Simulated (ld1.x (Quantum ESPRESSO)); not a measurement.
## Transferability test, ultrasoft potential for Si

ld1.x (Quantum ESPRESSO) 7.5 input, shortened:

```
&input
   title='Si', zed=14., rel=0, dft='BP', iswitch=3,
   config='[Ne] 3s2 3p2 3d-2'
 /
 &inputp
   pseudotype=3, tm=.true., lloc=2,
   nlcc=.false.,
   which_augfun='PSQ', rmatch_augfun_nc=.true.
 /
5
3S  1  0   2.00   0.00  1.60  2.00  0.0
3S  1  0   0.00  -0.20  1.60  2.00  0.0
3P  2  1   2.00   0.00  1.10  1.55  0.0
3P  2  1   0.00   1.40  1.10  1.55  0.0
3D  3  2  -2.00   0.05  1.85  1.85  0.0
 &test
   configts(1)='3s2 3p2'
 /
```

Energies are relative to the spin-unpolarised reference configuration 3s2 3p2; without spin polarisation the order of configurations can differ from experiment.

```
valence configuration  charge  ΔE all-electron (eV)  error AE − PS (meV)
              3s2 3p1      +1                 7.850                 +7.0
              3s2 3p0      +2                23.964                  +71
              3s1 3p0      +3                58.016                  +94
              3s0 3p4       0                13.686                 +134
            3s2 3p1.5    +0.5                 2.976                 +1.1
            3s2 3p2.3    -0.3                -0.963                 +0.2
```

Task: What are ΔE and the potential's error for 3s1 3p2?

Result: ΔE = 15.228 eV all-electron; the error (AE − PS) is +19 meV.

Levels in the configuration 3s1 3p0:

```json
{"level": "3s", "all-electron (eV)": "-39.531", "pseudo (eV)": "-39.454"}
```

ld1.x printed “convergence not achieved” for 2 of the counted tests; their residual had stalled under 1e-8, short of the target of 1e-14.

Note: ghost state, extra bound levels that the all-electron valence spectrum of the same l lacks: p at -27.3 eV. A true bound ghost makes a file unfit for plane-wave use.
